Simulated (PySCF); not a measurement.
Compound: C5H11OP2 (charge +1).
SMILES: `C[PH2+]C#CP(C)CO`

Torsions of this conformer, `[CH3:1][PH2+:2][C:3]#[C:4][P:5]([CH3:6])[CH2:7][OH:8]`: C4–P5–C7–O8 53°, H–O8–C7–P5 163°.

The closed-shell ground state was solved at several levels (PySCF, density fitting, gas phase, non-relativistic). Isolated species at its PBE0-D3(BJ)/def2-SVP geometry (one conformer only).

```json
{"level": "PBE0/pcSseg-1", "basis functions": "205", "HOMO (eV)": "-10.67", "LUMO (eV)": "-5.51", "gap (eV)": "5.16"}
{"level": "wB97X-D/def2-SVPD", "basis functions": "259", "HOMO (eV)": "-12.37", "LUMO (eV)": "-3.75", "gap (eV)": "8.62"}
```

Question: What might CAM-B3LYP/pcSseg-1 (205 basis functions) give for the same quantities?

Answer: HOMO -11.86 eV, LUMO -4.39 eV, gap 7.47 eV.

Question: Over all these levels, which gives the widest orbital gap and which the narrowest?

Answer: wB97X-D/def2-SVPD (range-separated hybrid) has the widest, 8.62 eV, and PBE0/pcSseg-1 (global hybrid, 25 % exact exchange) the narrowest, 5.16 eV. Functional and basis both differ between the two, so the spread mixes both effects.
